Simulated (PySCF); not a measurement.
## Magnetic susceptibility: `C(C#C)[P@@](=O)(O)C#C`, C₅H₅O₂P

Geometry (Å), atoms numbered from 1 in this order:
```xyz
13

C     2.066    1.277    0.133
C     1.474    0.408   -0.441
C     0.704   -0.653   -1.035
P    -0.701   -1.106    0.077
O    -1.477   -2.270   -0.326
O    -0.042   -1.318    1.520
C    -1.615    0.417    0.228
C    -2.286    1.410    0.272
H     2.611    2.048    0.588
H     1.310   -1.554   -1.173
H     0.298   -0.350   -2.001
H     0.519   -0.595    1.810
H    -2.864    2.287    0.329
```

Computed, not measured: PySCF, GIAO PBE0/pcSseg-1 magnetisability, rotational g tensor and spin-rotation constants, non-relativistic, gas phase. Geometry: GFN2-xTB.

(1) How diamagnetic is it, and how anisotropic?

(2) Split it along the inertial axes a, b, c into diamagnetic and paramagnetic parts about the centre of mass, with the quadrupole moment.

(3) And the rotational g tensor?

Results:

(1) Isotropic -1254 × 10⁻³⁰ J/T², or -75.5 × 10⁻⁶ cm³/mol; principal values -1314, -1244, -1205 × 10⁻³⁰ J/T², anisotropy 95 × 10⁻³⁰ J/T² (root of half the summed squared differences of the principal values). The susceptibility is in cgs units.

(2) 
```csv
axis,χ (10⁻⁶ cm³/mol),diamagnetic (10⁻⁶ cm³/mol),paramagnetic (10⁻⁶ cm³/mol),summed x² of all electrons (Å²),quadrupole Θ (D Å)
a,-76.2,-618.1,541.8,150.3,-9.53
b,-77.2,-833.5,756.3,99.5,+8.35
c,-73.2,-1059.9,986.7,46.2,+1.18
```
Anisotropies 2χaa − χbb − χcc = -2.1 and 2χbb − χaa − χcc = -5.0 × 10⁻⁶ cm³/mol. Θ is traceless in Buckingham's convention.

(3) 
| axis | rotational constant (GHz) | g | nuclear part | electronic part |
| --- | --- | --- | --- | --- |
| a | 2.2521 | -0.0104 | 0.5628 | -0.5733 |
| b | 1.5650 | -0.0143 | 0.5418 | -0.5561 |
| c | 1.1946 | -0.0108 | 0.5430 | -0.5538 |

Asymmetric top; isotopes 12C, 1H, 16O, 31P; no vibrational averaging.
